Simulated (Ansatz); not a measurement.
Pb2Se3, 5 atoms. Hardware: 4 threads of Arm Neoverse V1 on a shared host.

In the def2 sets Pb takes a core potential; there is no spin–orbit coupling. Correlated methods freeze 35 core orbitals; core or outer-core shells of Pb, Se are correlated, in sets that lack core-valence functions.

**Question.** How many basis functions does each of these Ansatz runs have, and roughly what does it cost? PBE-D4/def2-SVP, charge 0 singlet, relaxation, 6 steps; r2SCAN-D4/def2-TZVP, charge 0 singlet, energy, from earlier orbitals; MP2/def2-TZVP, charge 0 singlet, energy, from earlier orbitals; B97M-V/def2-TZVP, charge 0 singlet, energy, from earlier orbitals; revPBE-D4/def2-TZVP, charge 0 singlet, energy, from earlier orbitals; r2SCAN0-D4/def2-TZVP, charge 0 singlet, energy, from earlier orbitals; PBE0-D4/def2-TZVP, charge 0 singlet, energy, from earlier orbitals; CCSD(T)/def2-SVP, charge 0 singlet, energy, from earlier orbitals; PBE-D4/def2-TZVP, charge 0 singlet, energy and forces, from earlier orbitals; PBE0-D4/def2-SVP, charge 0 singlet, energy, from earlier orbitals; PBE-D4/def2-SVP, charge 0 singlet, energy, from earlier orbitals.

**Answer.** Other jobs shared the machine, so times can vary by a factor of up to 3. A dash marks memory too small to be measured apart from the calling script's.

| run | functions | fitting or Cholesky vectors | wall time | peak host memory (GiB) |
| --- | --- | --- | --- | --- |
| PBE-D4/def2-SVP, charge 0 singlet, energy, from earlier orbitals | 148 | 1630 | 1.9 s | – |
| revPBE-D4/def2-TZVP, charge 0 singlet, energy, from earlier orbitals | 244 | 1925 | 3.8 s | – |
| PBE0-D4/def2-SVP, charge 0 singlet, energy, from earlier orbitals | 148 | 1615 | 4 s | – |
| PBE-D4/def2-TZVP, charge 0 singlet, energy and forces, from earlier orbitals | 244 | 1925 | 4.8 s | – |
| r2SCAN-D4/def2-TZVP, charge 0 singlet, energy, from earlier orbitals | 244 | 1925 | 9 s | – |
| PBE-D4/def2-SVP, charge 0 singlet, relaxation, 6 steps | 148 | 1630 | 9.5 s | – |
| MP2/def2-TZVP, charge 0 singlet, energy, from earlier orbitals | 244 | 1969 | 12 s | 0.96 |
| PBE0-D4/def2-TZVP, charge 0 singlet, energy, from earlier orbitals | 244 | 2096 | 12 s | 1.1 |
| r2SCAN0-D4/def2-TZVP, charge 0 singlet, energy, from earlier orbitals | 244 | 2096 | 15 s | 1.2 |
| B97M-V/def2-TZVP, charge 0 singlet, energy, from earlier orbitals | 244 | 1925 | 16 s | 0.61 |
| CCSD(T)/def2-SVP, charge 0 singlet, energy, from earlier orbitals | 148 | 1615 | 51 s | 1.2 |
